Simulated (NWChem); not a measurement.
C2H5NSi; SMILES C#C[SiH2]N

```xyz
9

C      0.2860    -2.3721     0.0417
C     -0.0302    -1.1969     0.0253
Si    -0.5241     0.5749    -0.0273
N      0.8950     1.5558     0.0011
H      0.5658    -3.4107     0.0619
H     -1.3250     0.9217     1.1824
H     -1.4094     0.7201    -1.2279
H      0.8296     2.5196     0.3070
H      1.6146     1.4412    -0.7034
```
Atoms are numbered in this order, from 1.

Results from NWChem. Pople sets run with spherical d functions. Geometry: optimised at PBE0/def2-SVP. Static field.

**Question.** Order these by “isotropic polarisability (bohr³)”, lowest first: PBE/6-31+G*; B3LYP/6-31+G*; Hartree-Fock/6-31+G*; BHandHLYP/6-31+G*.

**Answer.** Hartree-Fock/6-31+G* (47.9), BHandHLYP/6-31+G* (50.2), B3LYP/6-31+G* (52.6), PBE/6-31+G* (54.5)
